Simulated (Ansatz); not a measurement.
Two structures of BH3BrO2F, closed shell, reached by relaxing down either side of one saddle point (PBE0-D4/def2-TZVP). Energies are electronic, without zero-point energy. Computed with Ansatz 0.2.0 (basis: def2-TZVPP and def2-QZVPP); correlated methods freeze the cores. Filled d shells of the heavier atoms are correlated. The def2 sets are not built for correlating such inner shells, so the correlated values are less sure here. Extrapolation: Hartree–Fock as exp(−7.88 √X), correlation as X^−2.97. First:

```xyz
8
angstrom
B -0.1528 -0.6470 0.5430
Br 1.5293 -0.4046 -0.4695
O -1.1630 -1.3409 0.0000
O -0.2682 -0.1302 1.7747
H 0.5662 1.5682 -1.4100
F -0.0130 2.2601 -1.6289
H -0.9975 -1.6640 -0.8876
H 0.4989 0.3586 2.0786
```

Second:

```csv
atom,x (Å),y (Å),z (Å)
B1,-0.5662,-0.0002,0.6511
Br2,1.7751,-0.4128,-2.5119
O3,-0.8374,-1.0140,-0.1920
O4,-1.3296,0.1874,1.7505
H5,1.7747,0.5287,-1.4424
F6,0.4691,0.8394,0.4093
H7,-0.2374,-1.0644,-0.9443
H8,-1.0482,0.9361,2.2799
```

Q: Which bonds change from the first to the second?

A: BH₂BrO₂ ([OH][B]([OH])[Br]) + HF → BH₂O₂F ([OH][B]([OH])[F]) + HBr; bonds formed: B1–F6, Br2–H5; bonds broken: B1–Br2, H5–F6.

Q: Give the saddle point's structure and its height above each. (An estimate is asked for; the value comes from the calculation.)

A: The calculation gives: 23.33 kcal/mol above the first and 37.87 kcal/mol above the second (CCSD(T) at an estimated basis limit (MP2 extrapolated from triple and quadruple zeta, plus CCSD(T) − MP2 in triple zeta)).
```
8
angstrom
B -0.2936 -0.1736 0.2710
Br 1.8694 -0.4066 -0.6625
O -1.1253 -1.1139 -0.2027
O -0.2240 0.1352 1.5750
H 0.6929 0.8943 -0.9800
F -0.2987 1.1697 -0.6705
H -1.0586 -1.2910 -1.1421
H 0.4380 0.7861 1.8119
```

No T1 diagnostic of these runs exceeds 0.011.

Labels in which every atom is bracketed show which atoms are joined, not bond orders.

For scale, one of the runs: CCSD(T)/def2-TZVPP, 214 basis functions, launched by `ansatz run in.yaml --threads 8 --pin off --events-out ev --progress --plain --max-ram 19148MiB`. Hardware: 8 CPU threads of an Intel Xeon Platinum 8375C, shared host. Wall time 60 s; peak host memory 3.5 GiB.
